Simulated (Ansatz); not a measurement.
Breaking the Sn1–S2 bond in SnS (multiplicity 1 held). Energies count from the point at 2.223 Å.


Signs of static correlation in def2-SVP, with CASSCF(10,8), from Ansatz (a program for electronic structure) runs.

| R (Å) | T1 of restricted CCSD | ⟨S²⟩ of UHF | largest double amplitude of restricted CCSD | weight of the CASSCF reference in MRCISD | CASSCF natural occupations |
|---|---|---|---|---|---|
| 1.778 | 0.015 | 0.000 | 0.060 | 0.930 | 2.00 2.00 1.98 1.97 1.97 0.03 0.03 0.02 |
| 2.000 | 0.022 | 0.000 | 0.073 | 0.930 | 2.00 1.99 1.98 1.96 1.96 0.05 0.05 0.02 |
| 2.223 | 0.034 | 0.000 | 0.088 | 0.930 | 2.00 1.98 1.97 1.94 1.94 0.07 0.07 0.04 |
| 2.445 | 0.051 | 0.709 | 0.105 | 0.929 | 2.00 1.98 1.95 1.91 1.91 0.10 0.10 0.05 |
| 2.667 | 0.075 | ___ | 0.123 | 0.928 | 2.00 1.98 1.93 1.88 1.88 0.13 0.13 0.07 |
| 3.001 | 0.152 | ___ | 0.153 | 0.926 | 2.00 1.97 1.89 1.80 1.80 0.22 0.22 0.12 |
| 3.334 | 0.297 | 1.653 | 0.230 | 0.925 | 2.00 1.97 1.81 1.68 1.68 0.33 0.33 0.20 |
| 3.890 | 0.051 | 2.008 | 0.157 | 0.923 | 2.00 1.97 1.61 1.48 1.48 0.53 0.53 0.40 |
| 4.445 | 0.020 | 2.015 | 0.224 | 0.923 | 2.00 1.97 1.61 1.28 1.28 0.73 0.73 0.40 |
| 5.112 | 0.009 | 2.016 | 0.300 | 0.925 | 2.00 2.00 1.97 1.02 1.02 0.98 0.98 0.03 |
| 6.001 | 0.009 | 2.016 | 0.337 | 0.925 | 2.00 2.00 1.97 1.00 1.00 1.00 1.00 0.03 |
| 7.113 | 0.009 | 2.016 | 0.347 | 0.925 | 2.00 2.00 1.97 1.00 1.00 1.00 1.00 0.03 |
| 8.891 | 0.009 | 2.016 | 0.350 | 0.925 | 2.00 2.00 1.97 1.00 1.00 1.00 1.00 0.03 |

**Question.** Complete the blanks.

**Answer.** 
- 2.667, ⟨S²⟩ of UHF: 0.913
- 3.001, ⟨S²⟩ of UHF: 1.199

Doubts at one or more of the structures used: T1 above 0.05 (R-CCSD(T)/def2-SVP, U-CCSD(T)/def2-SVP); a restricted determinant that unrestricted orbitals would lower (R-CCSD(T)/def2-SVP); a spin-contaminated determinant (U-CCSD(T)/def2-SVP); the program's own flag: large difference (U-CCSD(T)/def2-SVP).
